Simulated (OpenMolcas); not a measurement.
# N2+: effect of the active space

```
Program             : OpenMolcas
Method              : XMS-CASPT2 or its RAS form, IPEA 0.25 Eh, imaginary shift 0.1 Eh
Basis               : ANO-RCC-VTZP
Scalar Hamiltonian  : DKH2, point nucleus
Spin-orbit coupling : RASSI with atomic mean-field integrals over the reference wave functions, term energies averaged over their components
```

A. 3 electrons in 4 orbitals (2s 2p); 2S+1 = 4 odd, 1 root; 2S+1 = 2 odd, 11 roots; 2S+1 = 4 even, 3 roots; 2S+1 = 2 even, 9 roots; closed shells correlated: 1s; CASPT2 step about 2 core-seconds
B. 3 electrons in 8 orbitals (2s 2p 3s 3p); 2S+1 = 4 odd, 1 root; 2S+1 = 2 odd, 11 roots; 2S+1 = 4 even, 3 roots; 2S+1 = 2 even, 9 roots; closed shells correlated: 1s; CASPT2 step about 7 core-seconds
C. 3 electrons in 9 orbitals (RAS2 2s 2p; RAS3 3d, at most 2 electrons); 2S+1 = 4 odd, 1 root; 2S+1 = 2 odd, 11 roots; 2S+1 = 4 even, 3 roots; 2S+1 = 2 even, 9 roots; closed shells correlated: 1s; CASPT2 step about 12 core-seconds

Energies in cm⁻¹ above 2s² 2p ²P°_1/2, the measured ground level; measured values from Moore, Selected Tables of Atomic Spectra, NSRDS-NBS 3, section 5.

| Level | A | B | C | Measured |
| --- | --- | --- | --- | --- |
| 2s² 2p ²P°_1/2 | 0.0 | 0.0 | 0.0 | 0.0 |
| 2s² 2p ²P°_3/2 | 158 | 168 | 157 | 174 |
| 2s 2p² ⁴P_1/2 | 56980 | 56870 | 56720 |  |
| 2s 2p² ⁴P_3/2 | 57030 | 56920 | 56780 | 57247 |
| 2s 2p² ⁴P_5/2 | 57130 | 57020 | 56870 | 57328 |
| 2s 2p² ²D_3/2 | 101340 | 101120 | 101600 | 101031 |
| 2s 2p² ²D_5/2 | 101340 | 101130 | 101600 | 101024 |
| 2s 2p² ²S_1/2 | 132620 | 132800 | 132520 | 131004 |
| 2s 2p² ²P_1/2 | 148620 | 148020 | 147400 | 145876 |
| 2s 2p² ²P_3/2 | 148730 | 148140 | 147510 | 145986 |
| 2p³ ⁴S°_3/2 | 187310 | 187090 | 186780 | 186797 |
| 2p³ ²D°_3/2 | 204270 | 203840 | 203700 | 203089 |
| 2p³ ²D°_5/2 | 204270 | 203840 | 203710 | 203075 |
| 2p³ ²P°_1/2 | 232970 | 231850 | 232190 | 230404 |
| 2p³ ²P°_3/2 | 232970 | 231870 | 232200 | 230409 |

Deviations, from unrounded energies. A percentage is the sum of absolute deviations over the sum of measured energies, with the sign that they share, or ± where signs differ.

```tsv
Against measurement	Levels	A	B	C
mean absolute deviation (cm-1)	13	1200	890	880
fine structure of the ground term (%)	1	-9.2	-3.6	-10.1
other configurations (%)	12	±0.9	±0.6	±0.6
```

B, C lie about equally close to measurement and A furthest from it. The largest miss of C in the table is 2p³ ²P°_3/2, by +1800 cm-1. The ranking rests on the paired levels alone, and a cruder setting can come out closer through cancelling errors.

The two smallest mean deviations differ by little beside CASPT2's spread within terms, so their order carries little weight.

Among A to C the level of the table that moves most is 2s 2p² ²P_3/2, by 1200 cm-1 (lowest in C, highest in A). Moves below CASPT2's spread within the term are not significant.

CASPT2 breaks the degeneracy within a term, and the mean is taken; among the terms shown or strongly mixed into the levels shown the widest spread is 1000 cm-1 (2p³ ²D°, A). Active for correlation alone: 3p 3s; no level in the range computed is led by a configuration that fills them, so any true level of that kind is missing (holds for B). Active for correlation alone: 3d; no level in the range computed is led by a configuration that fills it, so any true level of that kind is missing (holds for C). Computed and measured levels are paired by configuration, term and J; levels that our copy of the source lacks, or whose pairing is in doubt (as where it misses far off the trend of its configuration), stay unpaired and out of the deviations. Levels of configurations outside the active space are missing.

° marks odd parity.
